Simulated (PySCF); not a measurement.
Q: Give a PBE0-D3(BJ)/def2-SVP geometry of InChI=1S/C4H12GeN2Si/c1-4(2)8-7-5-3-6/h4,7H,5,8H2,1-2H3.

A: 
```
atom  x, y, z in Å
C1    -2.275   -1.255   -0.586
C2    -2.090    0.248   -0.391
C3    -3.123    0.843    0.564
Si4   -0.336    0.661    0.173
N5     0.852    0.024   -0.944
Ge6    2.353   -0.914   -0.536
C7     3.782    0.301   -0.028
N8     4.626    1.039    0.269
H9    -3.276   -1.487   -0.986
H10   -1.529   -1.671   -1.280
H11   -2.173   -1.795    0.371
H12   -2.202    0.744   -1.375
H13   -3.014    1.934    0.666
H14   -4.149    0.644    0.213
H15   -3.035    0.405    1.572
H16   -0.035    0.012    1.489
H17   -0.215    2.146    0.328
H18    0.833    0.389   -1.893
H19    2.094   -1.803    0.680
H20    2.862   -1.666   -1.770
```

Any rigid rotation of these coordinates is as good. Atoms count from 1 in this order. N5 (silicon-bound nitrogen) is almost planar (angles 127.2°, 117.0° and 114.2°, sum 358.4°, 0.11 Å off the plane of its three neighbours). Ge6 (germanium bonded to C, N and 2 H) is distorted tetrahedral (angles from 105.9° to 114.3°). Si4 (SiH2 silicon) is distorted tetrahedral (angles from 105.5° to 111.8°).

Bonds between heavy atoms (Å): C1–C2 1.526, C2–C3 1.528, C2–Si4 1.888, Si4–N5 1.751, N5–Ge6 1.817, Ge6–C7 1.942, C7≡N8 1.160.

Computed, not measured: PBE0-D3(BJ)/def2-SVP geometry optimisation, gas phase (PySCF).

Point group: C1 (no symmetry element, even within 0.4 Å). Not checked by PBE0-D3(BJ)/def2-SVP frequencies. The numbers are those of one conformer (C1–C2–Si4–N5 56°, C2–Si4–N5–Ge6 -133°, Si4–N5–Ge6–C7 -82°).

The run took 3.8 min wall on Arm Neoverse V1, one thread, no GPU, shared host, and the process peaked at 0.91 GiB of memory. These figures are those of the optimisation.
